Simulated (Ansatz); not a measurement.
The same hydrogenolysis along the group F, Cl, Br.

Calculated with Ansatz (gas phase, PBE0-D4/def2-TZVP geometries, no zero-point term in ΔE). CCSD(T)/CBS is the MP2 limit (def2-TZVPP, def2-QZVPP) plus CCSD(T) − MP2 in def2-TZVPP, frozen cores. This one scheme is used for every species. Functionals use def2-TZVPP. For Br outer-core shells are correlated without core-valence functions, which leaves a few kJ/mol of doubt a bond. Scalar relativity is left out up to krypton.

```tsv
reaction	CCSD/CBS(def2) (kJ/mol)	B2PLYP (kJ/mol)	MP2/CBS(def2) (kJ/mol)	ωB97M-V (kJ/mol)	CCSD(T)/CBS(def2) (kJ/mol)
`FC1C=C1[SiH3]` + H₂ → `[SiH3]C1=CC1` + H–F	-77	-67	-79	-62	-75
`[SiH3]C1=CC1Cl` + H₂ → `[SiH3]C1=CC1` + HCl	-64	-60	-51	-58	-59
`[SiH3]C1=CC1Br` + H₂ → `[SiH3]C1=CC1` + HBr	-57	-53	-41	-52	-50
```

Largest T1 diagnostic: 0.012, for `FC1C=C1[SiH3]`.
